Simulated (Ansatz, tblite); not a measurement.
Removing and adding an electron: CdH₂. Charge 0, multiplicity 1. Geometry: PBE-D4/def2-TZVP. Ansatz, gas phase; energy differences of separate SCF runs; the oxidised species was run as a doublet alone; the reduced species was run as a doublet alone.

| atom | x (Å) | y (Å) | z (Å) |
| --- | --- | --- | --- |
| Cd1 | 0.000 | 0.000 | 0.000 |
| H2 | -0.443 | -1.622 | 0.059 |
| H3 | 0.443 | 1.622 | -0.060 |

In the def2 sets Cd takes a core potential; there is no spin–orbit coupling. The xTB rows come from tblite. Correlated methods freeze no core orbitals; core or outer-core shells of Cd are correlated, in sets that lack core-valence functions.

Task: Estimate orbital energies and vertical ionisation energies and electron affinities at: GFN1-xTB; GFN2-xTB; HF/def2-TZVPD; HF/def2-TZVPP; PBE-D4/def2-TZVP; PBE-D4/def2-TZVPD; r2SCAN-D4/def2-TZVP; r2SCAN-D4/def2-TZVPD; PBE0-D4/def2-TZVP; PBE0-D4/def2-TZVPD; MP2/def2-TZVPD; MP2/def2-TZVPP; CCSD/def2-TZVPD; CCSD/def2-TZVPP; CCSD(T)/def2-TZVPD; CCSD(T)/def2-TZVPP.

Result: 
```tsv
level	−HOMO (eV)	vertical IE (eV)	−LUMO (eV)	vertical EA (eV)	HOMO–LUMO gap (eV)	IE − EA (eV)	remarks
GFN1-xTB	11.29	14.45	3.91	–	7.39	–	–
GFN2-xTB	10.55	14.43	3.03	-0.24	7.52	14.67	–
HF/def2-TZVPD	–	–	–	-1.28	–	–	HOMO above zero (-1 doublet)
HF/def2-TZVPP	–	9.47	–	–	–	–	spin-contaminated (⟨S²⟩ 0.89) (+1 doublet)
PBE-D4/def2-TZVP	6.68	10.16	1.39	–	5.29	–	–
PBE-D4/def2-TZVPD	6.69	–	1.41	-0.69	5.28	–	HOMO above zero (-1 doublet)
r2SCAN-D4/def2-TZVP	6.96	10.21	0.96	–	5.99	–	–
r2SCAN-D4/def2-TZVPD	6.97	–	0.99	-0.67	5.98	–	HOMO above zero (-1 doublet)
PBE0-D4/def2-TZVP	7.79	10.23	0.70	–	7.08	–	–
PBE0-D4/def2-TZVPD	7.80	–	0.72	-0.72	7.08	–	HOMO above zero (-1 doublet)
MP2/def2-TZVPD	–	–	–	-1.01	–	–	HOMO above zero (-1 doublet)
MP2/def2-TZVPP	–	10.29	–	–	–	–	spin-contaminated (⟨S²⟩ 0.89) (+1 doublet)
CCSD/def2-TZVPD	–	–	–	-0.99	–	–	HOMO above zero (-1 doublet)
CCSD/def2-TZVPP	–	10.28	–	–	–	–	spin-contaminated (⟨S²⟩ 0.89) (+1 doublet)
CCSD(T)/def2-TZVPD	–	–	–	-0.97	–	–	HOMO above zero (-1 doublet)
CCSD(T)/def2-TZVPP	–	10.28	–	–	–	–	spin-contaminated (⟨S²⟩ 0.89) (+1 doublet)
```

   A HOMO above zero means that the electron is unbound at that level or that self-interaction error raises the level; the energy of removing that electron tells which. Raw xTB energy differences between charge states are shifted by several eV; the methods need an empirical correction for them. A negative affinity means that the extra electron isn't bound; its size then hangs on the basis.
